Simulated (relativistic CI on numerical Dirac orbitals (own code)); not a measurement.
Calculated at this level of theory: Dirac-Coulomb-Breit CI, orbitals from a KLI potential per configuration, a model potential for QED, unscaled Slater integrals (own radial code, finite nucleus).

Configuration list (outside the closed core [Ne]): 3s, 3p, 3d, 4s, 4p, 4d, 4f, 5s, 5p, 5d, 5f, 5g, 6s, 6p, 6d, 7s, 7p. Levels of other configurations are missing.

At this charge energies of transitions that change n are usually good to better than 1 %, and those within a shell (Δn = 0) to a few per cent.

Outline of the computed level scheme of Eu LIII. Lowest level of each configuration: 3s 2S_1/2 at 0.00 eV; 3p 2P°_1/2 at 125.16 eV; 3d 2D_3/2 at 454.32 eV; 4s 2S_1/2 at 2203.25 eV; 4p 2P°_1/2 at 2255.03 eV; 4d 2D_3/2 at 2384.97 eV; 4f 2F°_5/2 at 2433.18 eV; 5s 2S_1/2 at 3183.87 eV; 5p 2P°_1/2 at 3209.92 eV.

Some strong electric-dipole decays among the lowest 15 levels: 4f 2F°_7/2 → 3d 2D_5/2 (1.1e+14 s⁻¹); 4f 2F°_5/2 → 3d 2D_3/2 (1.1e+14 s⁻¹); 4d 2D_5/2 → 3p 2P°_3/2 (5.5e+13 s⁻¹); 4d 2D_3/2 → 3p 2P°_1/2 (4.4e+13 s⁻¹); 4p 2P°_1/2 → 3s 2S_1/2 (2.8e+13 s⁻¹); 4s 2S_1/2 → 3p 2P°_3/2 (2.0e+13 s⁻¹); 4p 2P°_3/2 → 3s 2S_1/2 (2.0e+13 s⁻¹); 5p 2P°_1/2 → 3s 2S_1/2 (1.5e+13 s⁻¹).
